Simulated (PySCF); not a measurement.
## NMR data sheet: C5H11BO3

```
Formula                               : C5H11BO3
SMILES                                : CC(C)OB1OCCO1
Point group of the computed structure : C1
Carbon signals                        : 3
Proton signals                        : 3
```

Atom-mapped SMILES (the numbers label the heavy atoms): `[CH3:1][CH:2]([CH3:3])[O:4][B:5]1[O:6][CH2:7][CH2:8][O:9]1`. Hydrogens are named by the atom that carries them.

Calculated, not measured (PySCF 2.14.0 with density-fitted response routines): geometry from PBE0-D3(BJ)/def2-SVP, GIAO KT2/pcSseg-1 shieldings. One computed conformer, non-relativistic, no solvent model, averaged over atoms made equivalent by symmetry, fast rotation or ring inversion.

Referencing at the same level of theory: $^{1}$H (σ = 31.18 ppm) and $^{13}$C (σ = 183.22 ppm) against TMS; $^{11}$B (σ = 99.90 ppm) vs BF3·OEt2; H2O for $^{17}$O (σ = 330.66 ppm).

| carbon | δC, type | δH (multiplicity) | HMBC from (2–3 bonds) | span of the C tensor (ppm) |
| --- | --- | --- | --- | --- |
| C1/C3 | 25.4, CH3 | 1.15 (d) | H(C2), H(C1)/H(C3) | 45 |
| C2 | 70.3, CH | 4.36 (sept) | H(C1)/H(C3) | 70 |
| C7/C8 | 68.1, CH2 | 4.20 (s) | H(C7)/H(C8) | 82 |

Other nuclei:
```json
{"atoms": "B5", "nucleus": "$^{11}$B", "environment": "boron bonded to 3 O, in a 5-membered ring", "δ (ppm)": "19.6", "σ (ppm)": "80.3"}
{"atoms": "O4", "nucleus": "$^{17}$O", "environment": "oxygen bonded to C, B", "δ (ppm)": "121.0", "σ (ppm)": "209.7"}
{"atoms": "O6/O9", "nucleus": "$^{17}$O", "environment": "oxygen bonded to C, B, in a 5-membered ring", "δ (ppm)": "90.7", "σ (ppm)": "239.9"}
```

1. δC 70.3: sp3 CH bonded to O; the inductive effect lowers its shielding.
2. δC 68.1: sp3 CH2 bonded to O; the inductive effect lowers its shielding.
3. δC 25.4: methyl carbon; aliphatic region, no heteroatom directly attached.
4. δH 4.36: hydrogen on an sp3 CH bonded to O; its carbon carries O, which withdraws density.
5. δH 4.20: hydrogen on an sp3 CH2 bonded to O; its carbon carries O, an electronegative neighbour.

Shifts are as computed. Against solution values, carbons near 30 ppm lie about +2 ppm off and those near 130 ppm about -5 ppm. Of 1211 compounds with measured shifts, 218 miss one by over three times the rms of a fit or turn the order of signals round; such compounds aren't used in these exercises. Experimental scales use liquid or dissolved standards, which lie at an offset from isolated H2O (liquid H2O: subtract about 36 ppm). No couplings were computed; multiplicities are counted from neighbouring protons, with m where these are inequivalent, close in shift, in a saturated or five-membered ring or joined by F or P, and br s for small geminal =CH2 splittings.
